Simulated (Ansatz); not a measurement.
`[OH][Zn][SiH3]` + `[AlH2][B]([SiH3])O[SiH3]` → `[OH][Zn][O][SiH3]` + `[AlH2][B]([SiH3])[SiH3]`  (redistribution)

Calculated with Ansatz (gas phase, PBE0-D4/def2-TZVP geometries, no zero-point term in ΔE). CBS: MP2 limit from def2 TZ/QZ plus the TZ coupled-cluster correction, frozen cores. For Zn outer-core shells are correlated without core-valence functions, which leaves a few kJ/mol of doubt a bond. Scalar relativity is left out up to krypton. Each species was taken in one conformer, which may not be the lowest.

```tsv
species	CCSD(T)/CBS(def2) energy (Eh)
`[OH][Zn][SiH3]`	-2145.05450
`[AlH2][B]([SiH3])O[SiH3]`	-924.97253
`[OH][Zn][O][SiH3]`	-2220.29116
`[AlH2][B]([SiH3])[SiH3]`	-849.70171
```

Problem. Work out ΔE.

Solution. ΔE = (-2220.29116) + (-849.70171) − (-2145.05450) − (-924.97253) = 0.03416 Eh = +21.4 kcal/mol.

Largest T1 diagnostic among the species: 0.016.

In def2-TZVPP, CCSD(T) changes the Hartree–Fock value by +3.3 kcal/mol (the triples alone add +0.9 kcal/mol) and MP2 by +2.9 kcal/mol. From PBE to PBE0 (25 % exact exchange), in def2-TZVPP and without D4, ΔE moves by −1.4 kcal/mol.
